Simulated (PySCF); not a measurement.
A structure optimised at TPSSh-D3(BJ)/def2-SVP, used in a PySCF frequency run:

```
C
C 1 1.3448
H 2 1.0960 1 121.48
H 2 1.0970 3 116.26 1 180.00
H 1 1.0977 2 118.71 3 180.00
Ga 1 1.9446 5 120.49 2 180.00
H 6 1.5575 1 131.60 5 0.00
Cl 6 2.1755 7 115.25 1 180.00
```
Charge 0, spin multiplicity 1.

**Question.** Write its SMILES, formula and point group.

**Answer.** C=[CH][GaH][Cl], C₂H₄ClGa, Cs

**Question.** What are its rotational constants (standard atomic weights)?

**Answer.** 5.4108, 2.6588, 1.7828 GHz
